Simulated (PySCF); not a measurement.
Compound: C2H8NO2Si3 (doublet state).
Cartesian coordinates in Å at the GFN2-xTB level; atoms count from 1:
```
atom  x, y, z in Å
C1    -0.0463   -1.5816    2.2898
Si2    0.0214   -0.9572    0.5579
C3     0.1417   -2.3754   -0.6681
N4     0.2178   -3.2645   -1.3842
O5    -1.3266   -0.1678    0.1431
Si6   -2.1049    1.2030   -0.2489
O7     1.3416   -0.0576    0.3143
Si8    2.0581    1.3166   -0.1729
H9    -0.9675   -1.9000    2.7432
H10    0.8435   -1.8130    2.8469
H11   -2.1784    2.0239    0.9602
H12   -3.4084    0.7171   -0.6891
H13   -1.3582    1.8876   -1.3040
H14    3.4423    1.1173    0.2443
H15    1.9044    1.4244   -1.6228
H16    1.4120    2.4362    0.5137
```

The hyperfine couplings belong to this conformer and change with its torsions.

Identity: `[CH2][Si](C#N)(O[SiH3])O[SiH3]` [radical].

Computed with UKS B3LYP, pcH-1 on C H N O Si, non-relativistic, mean-field spin-orbit, GIAO (PySCF). The structure is a single GFN2-xTB conformer in the gas phase; no vibrational or solvent corrections. Couplings are sensitive to structure, and on GFN2-xTB geometries they can be far from those on DFT ones. Stability of the SCF solution: not tested.

Task: Give the principal g shifts and their parts.

Result: 
```csv
Δg (ppm),1,2,3
relativistic mass correction,-129,-129,-129
gauge correction,7,30,34
orbital Zeeman/spin–orbit,17,336,700
total,-105,237,605
```

So g = 2.00221, 2.00256, 2.00292 and g_iso = 2.00257; the tensor is rhombic: the two nearest values differ by 48 % of g3 − g1. Axes: g3 points within 3° of the C1–Si2 bond.

Task: What are the electron Larmor frequencies g μB B/h along the three axes at 340 mT?

Result: 9.5280, 9.5296, 9.5314 GHz for g1, g2 and g3, a range of 3.4 MHz.

Task: Average each term over the three axes. Which is largest in size?

Result: The orbital-Zeeman/spin–orbit term 351, the mass correction -129 and the gauge correction 23 ppm, for a total of 246 ppm. The orbital-Zeeman/spin–orbit term is the largest in size. The mass correction is the same along every axis, so the anisotropy comes from the other two: their spans along these axes are 27 (gauge) and 683 ppm (orbital Zeeman/spin–orbit).

Task: What effective moment and Curie constant follow for a powder?

Result: With the mean of g² = 4.0103 and S(S+1) = 0.75: μ_eff = √(⟨g²⟩S(S+1)) = 1.734 μB and χT = 0.12505·⟨g²⟩·S(S+1) = 0.376 cm³ K/mol (cgs; spin-Hamiltonian part alone).

Task: In a frozen sample, at which fields do the three g values resonate at 9.5, 34, 94 and 263 GHz (hyperfine left aside), and which band first spreads them over more than twice a line width of 0.3 mT?

Result: 
```json
{"band": "X", "GHz": "9.5", "B(g3) mT": "338.88", "B(g2) mT": "338.94", "B(g1) mT": "339.00", "spread mT": "0.12"}
{"band": "Q", "GHz": "34.0", "B(g3) mT": "1212.84", "B(g2) mT": "1213.06", "B(g1) mT": "1213.27", "spread mT": "0.43"}
{"band": "W", "GHz": "94.0", "B(g3) mT": "3353.14", "B(g2) mT": "3353.76", "B(g1) mT": "3354.33", "spread mT": "1.19"}
{"band": "J", "GHz": "263.0", "B(g3) mT": "9381.66", "B(g2) mT": "9383.38", "B(g1) mT": "9384.99", "spread mT": "3.33"}
```

The spread grows in proportion to the frequency. W band is the first where it exceeds 0.6 mT.

The largest Mulliken spin population is on C1 (+1.05). The angles at C1 add up to 359.2°, so it is planar; its axial dipolar tensor and the negative couplings of its protons fit spin in a p orbital normal to that plane.

The HOMO–LUMO gaps are 6.81 eV among the α and 5.50 eV among the β orbitals.
